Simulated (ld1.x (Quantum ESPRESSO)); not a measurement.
# Configuration tests for Cd (PAW)

- Element: cadmium
- Generator: ld1.x (Quantum ESPRESSO) 7.5
- Type: PAW
- Functional: PBE
- Relativity: fully relativistic
- Frozen core: [Ar] 3d10
- Valence charge: 20
- Reference configuration: 4s2 4p6 4d10 5s2 5p0
- Partial waves: 4s (bound): rcut 1.25, rcutus 1.45 bohr; 5s (bound): rcut 1.25, rcutus 1.45 bohr; 4p (bound): rcut 1.30, rcutus 1.35 bohr; 5p (bound, empty): rcut 1.30, rcutus 1.35 bohr; 4d (bound): rcut 1.15, rcutus 1.50 bohr; 4d channel at 1.5 Ry: rcut 1.15, rcutus 1.50 bohr
- Local potential: all-electron potential smoothed inside 1.15 bohr (lloc = -1)
- Core correction: Bessel-smoothed model core inside 1.35 bohr
- Augmentation charge: BESSEL, radius 0.95 bohr

Open shells are filled in proportion to 2j + 1 (rel_dist='average').

Energies are relative to the spin-unpolarised reference configuration 4s2 4p6 4d10 5s2 5p0; without spin polarisation the order of configurations can differ from experiment.

| valence configuration | charge | ΔE all-electron (eV) | error AE − PS (meV) |
| --- | --- | --- | --- |
| 4s2 4p6 4d10 5s0 5p0 | +2 | 26.401 | 0.0 |
| 4s2 4p6 4d9 5s2 5p0 | +1 | 17.975 | -0.5 |
| 4s2 4p6 4d10 5s0 5p1 | +1 | 15.042 | -0.1 |
| 4s2 4p6 4d10 5s0 5p2 | 0 | 9.655 | -0.1 |
| 4s2 4p6 4d9 5s2 5p1 | 0 | 12.637 | -0.9 |

(1) What are ΔE and the potential's error for 4s2 4p6 4d10 5s1 5p0?

(2) What are ΔE and the potential's error for 4s2 4p6 4d9 5s0 5p0?

Levels in the configuration 4s2 4p6 4d10 5s0 5p0:

| level | all-electron (eV) | pseudo (eV) |
| --- | --- | --- |
| 4s j=1/2 | -124.753 | -124.753 |
| 4p j=1/2 | -89.873 | -89.874 |
| 4p j=3/2 | -84.059 | -84.060 |
| 4d j=3/2 | -30.870 | -30.869 |
| 4d j=5/2 | -30.153 | -30.153 |

The ghost test of this file was not conclusive.

Answers

(1) ΔE = 9.273 eV all-electron; the error (AE − PS) is 0.0 meV.

(2) ΔE = 64.407 eV all-electron; the error (AE − PS) is -0.1 meV.
